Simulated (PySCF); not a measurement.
C4H4N, SMILES [N]1C=CC=C1, multiplicity 2.

The structure is a stationary point at B3LYP-D3(BJ)/def2-SVP. The isomer is the one that the SMILES or the coordinates give; other isomers of the formula were not compared.

Calculation: ωB97X/def2-TZVP (PySCF).

Isolated molecule, no solvent.

* **total energy**: -209.52703 hartree
* **point group**: C2v
* **α spin, highest occupied and lowest empty level**: -9.36 and 3.08 eV
* **β spin, highest occupied and lowest empty level**: -9.67 and -1.55 eV
* **dipole moment**: 2.10 D
* **quadrupole, principal values (traceless, Buckingham form, about the centre of nuclear charge)**: -4.70, -4.08, 8.78 D·Å
* **mean static polarisability**: 47.7 bohr³ (7.07 Å³)
* **polarisability, principal values**: 30.4, 52.0, 60.8 bohr³
* **⟨S²⟩**: 0.773 (pure state 0.75)
